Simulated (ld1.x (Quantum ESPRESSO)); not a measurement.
**Ge (Z = 32), TM: configuration errors across variants**

| Quantity | Value |
| --- | --- |
| Element | Ge (Z = 32) |
| Generator | ld1.x (Quantum ESPRESSO) 7.5 |
| Type | norm-conserving Troullier–Martins (Kleinman–Bylander form) |
| Functional | PBE |
| Relativity | scalar-relativistic |
| Frozen core | [Ar] 3d10 |
| Valence charge | 4 |
| Reference configuration | 4s2 4p2 |
| Partial waves | 4s (bound): rc 1.75 bohr; 4p (bound): rc 2.35 bohr; 4d channel at 0.2 Ry: rc 2.25 bohr |
| Local potential | all-electron potential smoothed inside 2.00 bohr (lloc = -1) |
| Core correction | none |

All-electron excitation energies from the reference (eV): (1) 4s2 4p1 7.444; (2) 4s2 4p0 22.883; (3) 4s1 4p0 57.674; (4) 4s1 4p2 16.160; (5) 4s2 4p1.5 2.802; (6) 4s1 4p3 7.972; (7) 4s2 4p2.3 -0.884.

1 further variants failed, have other tests or another functional or relativity, and are left out.

Errors AE − PS in meV (a dash: test not solved or not reliable):

| change | (1) | (2) | (3) | (4) | (5) | (6) | (7) | bound ghosts |
| --- | --- | --- | --- | --- | --- | --- | --- | --- |
| base | -2.3 | -6.9 | +77 | +8.2 | -0.5 | +11 | +0.1 | none |
| wave 4d channel at 0.2 Ry: rc 2.25 bohr becomes 4d channel at -0.18 Ry: rc 2.25 bohr | -2.3 | -6.9 | +77 | +8.2 | -0.5 | +11 | +0.1 | none |
| type ultrasoft; waves now 4s (bound): rcut 1.50, rcutus 1.75 bohr; 4s channel at -0.35 Ry: rcut 1.50, rcutus 1.75 bohr; 4p (bound): rcut 2.05, rcutus 2.35 bohr; 4p channel at 2.6 Ry: rcut 2.05, rcutus 2.35 bohr; 4d channel at 0.2 Ry: rcut 1.95, rcutus 2.25 bohr; 4d channel at 2.2 Ry: rcut 1.95, rcutus 2.25 bohr; local potential all-electron potential smoothed inside 1.55 bohr (lloc = -1); augmentation PSQ, radius 1.30 bohr | +0.9 | -7.3 | +42 | +5.4 | +0.2 | +13 | +0.2 | none |
| wave 4d channel at 0.2 Ry: rc 2.25 bohr becomes 4d channel at 0.2 Ry: rc 2.86 bohr | -2.3 | -6.9 | +77 | +8.2 | -0.5 | +11 | +0.1 | none |
| wave 4s (bound): rc 1.75 bohr becomes 4s (bound): rc 1.26 bohr | -0.8 | +7.5 | +90 | +11 | -0.3 | +18 | +0.1 | none |
| local potential all-electron potential smoothed inside 2.40 bohr (lloc = -1) | -3.3 | -12 | +65 | +6.1 | -0.7 | +11 | +0.1 | none |
| local potential the s channel | -3.4 | -9.3 | +71 | +4.1 | -0.8 | +10 | +0.1 | none |
| core correction a·sin(br)/r model core inside 2.00 bohr | -7.9 | -63 | -237 | -15 | -1.4 | -0.6 | -0.1 | none |
| all radii scaled by about 0.93 (s 1.62, p 2.18, d 2.08 bohr); local potential all-electron potential smoothed inside 1.86 bohr (lloc = -1) | -2.0 | -3.9 | +87 | +7.6 | -0.5 | +10 | +0.1 | none |

(1) Give the same row for: wave 4p (bound): rc 2.35 bohr becomes 4p (bound): rc 1.58 bohr.

Results:

(1) -2.1, -5.1, +81, +8.5, -0.5, +12, +0.1; bound ghosts: none.
